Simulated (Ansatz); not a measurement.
Breaking a bond: CH (cation, charge +1), singlet.

Computed with Ansatz (a program for electronic structure) with full CI/cc-pVQZ, frozen core.

Question: Relative to R = 1.14 Å, what are the energies at R = 0.85, 1.33, 1.56, 2.05 Å?

Answer: 189.7 kJ/mol at 0.85 Å, 37.3 kJ/mol at 1.33 Å, 118.9 kJ/mol at 1.56 Å, 273.7 kJ/mol at 2.05 Å.
